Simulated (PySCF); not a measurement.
Electron correlation in Sr (strontium, neutral)

[Kr] 5s1 6s1, high-spin 3S determinant (an excited configuration). All numbers are calculated (PySCF 2.14, the spin-free X2C one-electron Hamiltonian (Gaussian nucleus), in aug-cc-pwCVTZ-X2C (10s9p7d3f, 93 functions)). Frozen: [Ar] 3d10; 10 electrons correlated.

```json
{"level": "CCSD", "correlation energy (mhartree)": "-214.94"}
{"level": "(T)", "correlation energy (mhartree)": "-6.11"}
{"level": "CCSD(T)", "correlation energy (mhartree)": "-221.05"}
```

Diagnostics: T1 = 0.020, D1 = 0.0855, largest double amplitude 0.052.

The outer electron is Rydberg-like, and this basis confines it to a smaller radius and binds it less than a complete one would.

Cost of the coupled-cluster step: about 40 core-seconds, for 10 correlated electrons.
